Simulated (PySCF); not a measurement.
Kr⁺: ionisation energy

Kr⁺ [Ar] 3d10 4s2 4p5 (2P) → Kr²⁺ [Ar] 3d10 4s2 4p4 (3P), as a difference of total energies. Computed with PySCF 2.14 in cc-pVTZ-DK, with scalar relativity by spin-free X2C-1e. Correlated levels: valence: [Ar] 3d10 frozen. The calculations carry no spin-orbit coupling.

```csv
method,ionisation energy (eV)
UHF,23.229
B3LYP,24.454
LDA,24.609
MP2 (valence),24.043
CCSD (valence),24.048
```

Task: Estimate what SCS-MP2 (valence) gives.

Result: 24.039 eV, closest to MP2 (valence) among the rows shown.

Task: Estimate what CCSD(T) (valence) gives.

Result: 24.076 eV, closest to CCSD (valence) among the rows shown.

The reference lies between the lowest fine-structure levels, while these numbers refer to the centres of the terms.

Errors of the correlated levels include the incompleteness of this basis and the frozen core.

For comparison: 24.360 eV (measured; NIST Atomic Spectra Database, ionization energies).
